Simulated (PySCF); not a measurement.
BeFCl, SMILES [F][Be][Cl].

The structure is a stationary point at PBE-D3(BJ)/def2-TZVP.

Method: B3LYP/def2-TZVPD in PySCF.

Gas-phase values at a fixed geometry.

Computed frontier levels, gap, dipole moment and polarisability:
| Item | Value |
|---|---|
| highest occupied level | -9.53 eV |
| lowest empty level | -1.01 eV |
| orbital gap | 8.51 eV |
| dipole moment | 0.049 e·Å |
| quadrupole, principal values (traceless, Buckingham form, about the centre of nuclear charge) | -7.03, 3.52, 3.52 D·Å |
| mean static polarisability | 28.0 bohr³ (4.15 Å³) |
| polarisability, principal values | 24.8, 24.8, 34.4 bohr³ |
